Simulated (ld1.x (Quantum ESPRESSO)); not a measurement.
**S (Z = 16): one change to a PAW potential, before and after**

| Item | Value |
| --- | --- |
| Element | S |
| Generator | ld1.x (Quantum ESPRESSO) 7.5 |
| Type | PAW |
| Functional | PBEsol |
| Relativity | scalar-relativistic |
| Frozen core | [Ne] |
| Valence charge | 6 |
| Reference configuration | 3s2 3p3 (charge +1) |
| Partial waves | 3s (bound): rcut 1.20, rcutus 1.40 bohr; 3s channel at -1.5 Ry: rcut 1.20, rcutus 1.40 bohr; 3p (bound): rcut 1.05, rcutus 1.35 bohr; 3p channel at 3.15 Ry: rcut 1.05, rcutus 1.35 bohr; 3d channel at 0.45 Ry: rc 1.05 bohr |
| Local potential | the d channel |
| Core correction | Bessel-smoothed model core inside 0.95 bohr |
| Augmentation charge | PSQ, radius 1.05 bohr |

Change: wave 3d channel at 0.45 Ry: rc 1.05 bohr becomes 3d channel at 2.74 Ry: rc 1.05 bohr.

Cutoffs: the cutoffs (Ry, on a coarse ladder) from which the occupation-weighted sum of valence levels, in a spherical-Bessel basis at the reference potential, stays within 10 and 1 mRy of its value at 400 Ry; they do not see the model core or the augmentation charge, which bear on the density cutoff. Errors are all-electron minus pseudo energies relative to the spin-unpolarised reference configuration.

Question: How do hardness, ghosts and transferability respond?

Answer: The potential gets neither clearly harder nor softer (18 Ry and 40 Ry → 18 Ry and 40 Ry); the s channel binds one level more than in the base; of the 7 tests that both files solve, the error grows in 0 and shrinks in 1 by more than 15 % and 0.3 meV (median size 0.7 → 0.7 meV); neither file shows a bound ghost.

| quantity | base | changed |
| --- | --- | --- |
| cutoff, loose | 18 Ry | 18 Ry |
| cutoff, tight | 40 Ry | 40 Ry |
| bound ghosts | none | none |
| error for 3s2 3p4, meV [ΔE -11.73 eV] | +0.7 | +0.7 |
| error for 3s2 3p2, meV [ΔE 22.24 eV] | -3.9 | -3.8 |
| error for 3s2 3p1, meV [ΔE 56.24 eV] | -22 | -20 |
| error for 3s0 3p6, meV [ΔE 8.95 eV] | -0.3 | -0.3 |
| error for 3s1 3p5, meV [ΔE -1.45 eV] | +0.4 | +0.4 |
| error for 3s2 3p0, meV [ΔE 103.00 eV] | -73 | -58 |
| error for 3s2 3p3.5, meV [ΔE -7.09 eV] | +0.4 | +0.4 |
| s: phases at 1.54 bohr within 0.05 rad from the reference energy up to (Ry; the scan ends near 5) | -0.3 | -0.8 |
| p: phases at 1.54 bohr within 0.05 rad from the reference energy up to (Ry; the scan ends near 5) | to the end of the scan | to the end of the scan |
| d: phases at 1.54 bohr within 0.05 rad from the reference energy up to (Ry; the scan ends near 5) | to the end of the scan | to the end of the scan |
| lowest overlap eigenvalue by channel | s 0.37, p 0.66 | s 0.36, p 0.66 |
